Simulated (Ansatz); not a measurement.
A structure relaxed at r2SCAN-D4/def2-TZVPD in Ansatz, charge -1, doublet:

```csv
atom,x (Å),y (Å),z (Å)
Pd1,-0.0593,1.3759,1.8450
Pd2,0.0617,-1.3787,-1.8433
O3,0.1519,-0.1282,0.6463
O4,-0.1543,0.1310,-0.6480
```

Give its formula and point group.

the cluster Pd2O2⁻. Point group C2h (tolerance 0.1 Å).

Summarise the bond lengths by kind (pairs closer than 1.2 times the sum of covalent radii, bridged metal pairs left out).

2 × O–Pd 1.93 to 1.94 Å; 1 × O–O 1.36 Å.

In the def2 sets Pd takes a core potential; there is no spin–orbit coupling. The structure holds one bond between oxygen atoms, so isomers without such links may lie far lower. The charge -1 doublet is spin-contaminated (final ⟨S²⟩ up to 0.88, 0.75 for a pure state). The highest occupied level of the charge -1 doublet lies above zero (up to 0.39 eV). The electron is either unbound and held by the finite basis, or the level is raised by self-interaction error. Another isomer (doublet) lies 1.03 eV lower at PBE0-D4/def2-TZVPD; other spin states weren't run for this one.
